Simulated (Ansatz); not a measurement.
Cost and result for the atomization energy of CH6BFGeSi, SMILES `[CH3][GeH]1[SiH2][B]1F` (11 atoms, 11 bonds).

Cartesian coordinates in Å:
```
C 1.249 0.932 1.046
Ge 0.681 -0.521 -0.131
Si -1.573 0.067 -1.022
B -1.060 -1.600 -0.160
F -1.237 -2.892 -0.346
H 0.384 1.361 1.549
H 1.941 0.539 1.793
H 1.754 1.706 0.467
H 1.882 -1.122 -0.892
H -2.282 0.385 -2.293
H -1.740 1.144 -0.010
```

Total charge 0; spin multiplicity 1. Correlated methods include outer-core shells of Ge, which these sets cover unevenly. Scalar relativity is left out up to krypton. All single points use the PBE0-D4/def2-TZVP geometry. Program: Ansatz. All runs use 4 threads of an Arm Neoverse V1 on a shared host. Times are those of one run each, without the atoms' runs, and a repeat can differ threefold. Electronic energies, without spin–orbit coupling; frozen cores. CCSD(T)/CBS adds CCSD(T) − MP2 in def2-TZVPP to the MP2 limit, and its time is that of the two runs behind it. T1 = 0.014. With those shells the extrapolation isn't a true limit.

CCSD(T)/CBS is a level of theory with its own doubt, some kJ/mol a heavy atom from the limit and from the frozen cores, so smaller differences don't rank the functionals.

```json
{"level": "LDA (SPW92)/def2-TZVPP", "functions": "267", "wall time": "1.6 s", "atomization (kcal/mol)": "1008.5", "difference from CCSD(T)/CBS": "128.5", "per bond": "11.7"}
{"level": "revPBE-D4/def2-TZVPP", "functions": "267", "wall time": "2.6 s", "atomization (kcal/mol)": "873.3", "difference from CCSD(T)/CBS": "-6.7", "per bond": "-0.6"}
{"level": "BLYP-D4/def2-TZVPP", "functions": "267", "wall time": "2.9 s", "atomization (kcal/mol)": "874.1", "difference from CCSD(T)/CBS": "-5.9", "per bond": "-0.5"}
{"level": "PBE-D4/def2-TZVPP (with forces)", "functions": "267", "wall time": "3.2 s", "atomization (kcal/mol)": "895.3", "difference from CCSD(T)/CBS": "15.3", "per bond": "1.4"}
{"level": "BHLYP-D4/def2-TZVPP", "functions": "267", "wall time": "4.4 s", "atomization (kcal/mol)": "855.5", "difference from CCSD(T)/CBS": "-24.5", "per bond": "-2.2"}
{"level": "CAM-B3LYP-D4/def2-TZVPP", "functions": "267", "wall time": "5 s", "atomization (kcal/mol)": "879.5", "difference from CCSD(T)/CBS": "-0.5", "per bond": "0.0"}
{"level": "B2PLYP/def2-TZVPP", "functions": "267", "wall time": "8 s", "atomization (kcal/mol)": "868.5", "difference from CCSD(T)/CBS": "-11.5", "per bond": "-1.0"}
{"level": "ωB97X-V/def2-TZVPP", "functions": "267", "wall time": "11 s", "atomization (kcal/mol)": "882.8", "difference from CCSD(T)/CBS": "2.8", "per bond": "0.3"}
{"level": "CCSD(T)/def2-SVP", "functions": "122", "wall time": "11 s", "atomization (kcal/mol)": "829.4", "difference from CCSD(T)/CBS": "-50.6", "per bond": "-4.6"}
{"level": "ωB97M-V/def2-TZVPP (with forces)", "functions": "267", "wall time": "16 s", "atomization (kcal/mol)": "878.0", "difference from CCSD(T)/CBS": "-2.0", "per bond": "-0.2"}
{"level": "MP2/def2-QZVPP", "functions": "510", "wall time": "32 s", "atomization (kcal/mol)": "881.4", "difference from CCSD(T)/CBS": "1.4", "per bond": "0.1"}
{"level": "CCSD(T)/def2-TZVPP", "functions": "267", "wall time": "4.6 min", "atomization (kcal/mol)": "859.9", "difference from CCSD(T)/CBS": "-20.1", "per bond": "-1.8"}
{"level": "CCSD(T)/CBS(def2)", "functions": "–", "wall time": "5.2 min", "atomization (kcal/mol)": "880.0", "difference from CCSD(T)/CBS": "0.0", "per bond": "0.0"}
```

From PBE to PBE0 (25 % exact exchange), in def2-TZVPP and without D4, the atomization energy moves by −12.8 kcal/mol: exact exchange takes away binding that semilocal exchange gives to molecules. The D4 term adds +9.2 kcal/mol with B3LYP and +4.9 kcal/mol with PBE0; it sums over pairs of atoms, weighted by their polarisabilities, and B3LYP, whose exchange is more repulsive, gets the larger term. Leaving LDA and LC-ωPBE aside and taking each functional with its dispersion term where it has one, the values spread over 39.8 kcal/mol, from BHLYP-D4 to PBE-D4. LDA lies +118.8 kcal/mol from PBE without D4, its usual overbinding.

B3LYP here is the variant with VWN-RPA as its local correlation; programs differ in this.

For some Ge, Se and Sn compounds the MP2-based and the directly extrapolated limit differ by 10 to 25 kJ/mol.
